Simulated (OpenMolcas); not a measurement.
Cu⁴⁺: effect of the active space

```yaml
Program: OpenMolcas
Method: MS-CASPT2, IPEA 0.25 Eh, imaginary shift 0.1 Eh
Basis: ANO-R2
Scalar_Hamiltonian: X2C, finite nucleus
Spin-orbit_coupling: state interaction with AMFI integrals over the reference wave functions, term energies averaged over their components
```

A. 7 electrons in 5 orbitals (3d); 2S+1 = 4 even, 10 roots; 2S+1 = 2 even, 40 roots; closed shells correlated: 3s 3p; CASPT2 step about 14 core-seconds
B. 7 electrons in 10 orbitals (3d 4d); 2S+1 = 4 even, 10 roots; 2S+1 = 2 even, 40 roots; closed shells correlated: 3s 3p; CASPT2 step of the order of 30 core-minutes

Energies in cm-1 above 3d7 4F 9/2, the measured ground level; measured values from Sugar and Musgrove, J. Phys. Chem. Ref. Data 19, 527 (1990).

```json
{"Level": "3d7 4F 9/2", "A": "0.0", "B": "0.0", "Measured": "0.0"}
{"Level": "3d7 4F 7/2", "A": "1554", "B": "1528", "Measured": "1616"}
{"Level": "3d7 4F 5/2", "A": "2660", "B": "2620", "Measured": "2759"}
{"Level": "3d7 4F 3/2", "A": "3410", "B": "3350", "Measured": "3528"}
{"Level": "3d7 4P 5/2", "A": "20810", "B": "20840", "Measured": "20827"}
{"Level": "3d7 4P 3/2", "A": "21050", "B": "21070", "Measured": "21066"}
{"Level": "3d7 4P 1/2", "A": "21950", "B": "21950", "Measured": "21935"}
{"Level": "3d7 2G 9/2", "A": "22350", "B": "22850", "Measured": "22575"}
{"Level": "3d7 2G 7/2", "A": "23830", "B": "24320", "Measured": "24100"}
{"Level": "3d7 2P 3/2", "A": "26820", "B": "27060", "Measured": "27016"}
{"Level": "3d7 2P 1/2", "A": "28120", "B": "28370", "Measured": "28367"}
{"Level": "3d7 2H 11/2", "A": "30700", "B": "31070", "Measured": "30402"}
{"Level": "3d7 2D 5/2(1)", "A": "30960", "B": "31450", "Measured": "30966"}
{"Level": "3d7 2H 9/2", "A": "32050", "B": "32400", "Measured": "31823"}
{"Level": "3d7 2D 3/2(1)", "A": "33220", "B": "33700", "Measured": "33292"}
{"Level": "3d7 2F 5/2", "A": "49560", "B": "49950", "Measured": "49490"}
{"Level": "3d7 2F 7/2", "A": "50240", "B": "50650", "Measured": "50072"}
{"Level": "3d7 2D 3/2(2)", "A": "78020", "B": "78220", "Measured": "76838"}
{"Level": "3d7 2D 5/2(2)", "A": "78810", "B": "79120", "Measured": "77668"}
```

Deviations, from unrounded energies. A percentage is the sum of absolute deviations over the sum of measured energies, with the sign that they share, or ± where signs differ.

```csv
Against measurement,Levels,A,B
mean absolute deviation (cm-1),18,250,390
fine structure of the ground term (%),3,-3.4,-5.1
other terms of the ground configuration (%),15,±0.8,+1.2
```

A lies closest to measurement on these levels. The largest miss of A in the table is 3d7 2D 3/2(2), by +1200 cm-1. The ranking rests on the paired levels alone, and a cruder setting can come out closer through cancelling errors.

The two smallest mean deviations differ by little beside CASPT2's spread within terms, so their order carries little weight.

Between A and B the level of the table that moves most is 3d7 2G 9/2, by 510 cm-1 (lowest in A, highest in B). Moves below CASPT2's spread within the term are not significant.

CASPT2 does not keep the components of a term degenerate, so their means are used; among the terms shown or strongly mixed into the levels shown the widest spread is 800 cm-1 (3d7 4F, B). The CASPT2 spread within a term exceeds the gap to the next term for 3d7 2H and 3d7 2D(1), so the order of their levels is uncertain. Active for correlation alone: 4d; no level in the range computed is led by a configuration that fills it, so any true level of that kind is missing (holds for B). Measured partners are found by configuration, term and J. A level has none where our copy of the source lacks it or the pairing is in doubt (some pairs that miss far off the trend of their configuration count as doubtful), and it then counts in no deviation. Levels of configurations outside the active space are missing.

A number in round brackets counts repeated terms of one configuration in the order of the reference energies.
